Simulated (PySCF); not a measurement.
Compound: C9H8O.
SMILES with atom numbers: `[CH2:1]=[CH:2][C:3](=[O:4])[c:5]1[cH:6][cH:7][cH:8][cH:9][cH:10]1` (hydrogens: H11, H12 on C1; H13 on C2; H14 on C6; H15 on C7; H16 on C8; H17 on C9; H18 on C10)

Torsions of this conformer, `[CH2:1]=[CH:2][C:3](=[O:4])[c:5]1[cH:6][cH:7][cH:8][cH:9][cH:10]1`: C1–C2–C3–O4 0°, C2–C3–C5–C6 -179°.

The closed-shell ground state was solved at several levels (PySCF, density fitting, gas phase, non-relativistic). Isolated species at its PBE0-D3(BJ)/def2-SVP geometry (one conformer only).

| level | basis functions | total energy (Eh) | HOMO (eV) | LUMO (eV) | gap (eV) | dipole (D) |
| --- | --- | --- | --- | --- | --- | --- |
| wB97X-D/def2-SVPD | 267 | -422.5324 | -9.35 | -0.52 | 8.83 | 2.83 |
| PBE0/pcSseg-1 | 210 | -422.4261 | -7.51 | -2.16 | 5.35 | 2.77 |

**Question.** Estimate the row for KT2/pcSseg-1, a basis of 210 functions; the other rows only guide the guess.

**Answer.** Total energy -430.2944 Eh, HOMO -6.06 eV, LUMO -3.00 eV, gap 3.06 eV, dipole 2.67 D.

**Question.** Over all these levels, which gives the widest orbital gap and which the narrowest?

**Answer.** wB97X-D/def2-SVPD (range-separated hybrid) has the widest, 8.83 eV, and KT2/pcSseg-1 (GGA) the narrowest, 3.06 eV. Functional and basis both differ between the two, so the spread mixes both effects.

**Question.** How far do the dipole and the HOMO energy spread over the levels?

**Answer.** The dipole runs from 2.67 to 2.83 D (mean 2.75 D) and the HOMO from -9.35 to -6.06 eV.

The pairwise dispersion term of wB97X-D wasn't added to the energies; at a given geometry it leaves orbitals and properties as they are.
